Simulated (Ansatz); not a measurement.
A nudged elastic band was laid between two geometries of BH8NOSi (12 atoms, charge 0, multiplicity 1).

Method: RKS PBE-D4/6-31G* (Ansatz 0.2.0).

```json
{"movable images": "5", "climbing image": "yes", "spring": "5.0 eV/Å²", "optimiser": "quadratic models (default)", "start path": "through a guess of the saddle point", "force threshold": "0.5 eV/Å", "iteration limit": "60", "end points": "relaxed"}
```

Initial state:

```xyz
12
Properties=species:S:1:pos:R:3
B 0.007 0.160 0.415
O -0.804 0.032 1.595
H -1.744 0.116 1.355
H 1.053 -0.468 0.466
H -0.573 0.118 -0.672
N 0.593 1.811 0.477
H 1.506 1.878 0.006
Si -0.660 2.895 -0.255
H -0.505 2.775 -1.733
H -1.992 2.429 0.224
H -0.445 4.320 0.166
H 0.746 1.974 1.481
```

Final state:

```xyz
12
Properties=species:S:1:pos:R:3
B 0.406 0.454 0.092
O -0.613 -0.222 1.621
H -1.487 -0.408 1.217
H 1.415 -0.189 0.259
H -0.382 0.115 -0.769
N 0.444 1.888 0.412
H 1.293 2.227 0.870
Si -0.555 3.092 -0.374
H -1.959 2.566 -0.454
H -0.556 4.349 0.453
H -0.127 3.472 -1.766
H -0.698 0.699 1.964
```

(1) What changes between the two ends?

(2) What energy profile does the band end with?

(3) What is the geometry of the highest image?

Results:

(1) Bonds broken: B1–O2, N6–H12. Bonds formed: O2–H12. BH8NOSi becomes BH6NSi + H2O.

(2) It converged. The highest image is number 3 of 0 to 6, 78.8 kJ/mol above the first end and 32.2 kJ/mol above the last; the last end lies 46.6 kJ/mol above the first. The threshold of 0.5 eV/Å is loose, so the images may lie well off the minimum-energy path. The order of the point at the top wasn't checked. The orbitals stay closed-shell, which can raise the energy where a bond breaks towards radicals; this wasn't checked here.

| image | path coordinate (Å) | energy (kJ/mol) | B1–O2 (Å) | N6–H12 (Å) | O2–H12 (Å) |
| --- | --- | --- | --- | --- | --- |
| 0 | 0.00 | 0.0 | 1.44 | 1.03 | 2.49 |
| 1 | 1.12 | 2.6 | 1.44 | 1.03 | 2.37 |
| 2 | 2.23 | 8.6 | 1.45 | 1.03 | 2.24 |
| 3 | 3.35 | 78.8 | 1.61 | 1.35 | 1.24 |
| 4 | 4.49 | 51.8 | 1.84 | 2.19 | 0.99 |
| 5 | 5.63 | 48.2 | 1.94 | 2.33 | 0.98 |
| 6 | 6.78 | 46.6 | 1.96 | 2.26 | 0.99 |

(3) 
```xyz
12
Properties=species:S:1:pos:R:3:forces:R:3
B 0.210 0.302 0.239 -0.04 -0.03 -0.03
O -0.311 -0.095 1.706 0.09 0.01 0.05
H -1.183 -0.537 1.670 -0.05 0.08 -0.09
H 1.325 -0.125 0.049 0.03 -0.03 0.02
H -0.634 0.050 -0.600 -0.03 -0.02 0.02
N 0.182 1.856 0.626 -0.04 0.06 -0.01
H 1.103 2.193 0.931 0.00 -0.06 0.06
Si -0.609 3.045 -0.455 -0.11 -0.08 0.11
H -0.726 2.517 -1.850 0.05 0.02 0.00
H -1.984 3.375 0.043 -0.03 -0.06 0.02
H 0.185 4.319 -0.453 0.05 -0.04 0.02
H -0.377 1.140 1.618 0.09 0.17 -0.17
```

Run time: 60 s on 1 thread of AMD EPYC 9R45 96-Core Processor (Zen 5), with other jobs on the host, peak memory 0.14 GiB.
